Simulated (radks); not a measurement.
The tungsten ion W+ inside a hard spherical wall (all orbitals vanish at R), configuration held at [Xe] 4f14 5d4 6s1 and not refilled when levels cross. All-electron calculation, scalar-relativistic Kohn-Sham, PBEsol, spin-polarised, spherical densities, finite nucleus; open shells are filled with parallel spins first (spin-orbit coupling, left out, can overturn this in heavy ions); Fermi nuclear charge, rms radius 5.3658 fm. Program: a radial shooting solver on a logarithmic mesh with Libxc functionals. Eigenvalues in eV for spin up, with the zero of energy where the potential of the charges vanishes at infinity; a dash marks a level that is unbound or too diffuse for the functional's potential to be trusted. A positive occupied level is held by the wall or, in an anion where self-interaction has pushed it up, behind a barrier. The pressure on the wall is -dE/dV.

R (bohr)  E (hartree)  kinetic (hartree)    e(5p)    e(4f)    e(6s)    e(5d)  e(6p, empty)  e(7s, empty)  pressure (GPa)
free      -16135.0545          17770.557  -51.398  -40.537  -13.068  -12.781        -7.286             -               0
20        -16135.0545          17770.557  -51.398  -40.537  -13.068  -12.781        -7.286             -        < 0.0001
10        -16135.0545          17770.557  -51.396  -40.536  -13.067  -12.780        -7.272        -2.757        0.000743
7         -16135.0517          17770.586  -51.276  -40.410  -12.948  -12.674        -6.858         1.135           0.215
5         -16134.9907          17770.991  -50.017  -39.034  -11.334  -11.516        -3.663        15.351            9.15
3.5       -16134.3886          17773.779  -44.701  -32.812   -0.540   -5.583        12.715        63.487             209
2         -16122.5533          17820.007   -5.331    9.500   122.72   48.267        161.66        381.30           17800
1.5       -16086.9344          17942.694   79.459   75.645   367.05   155.99        429.08        880.74          150000
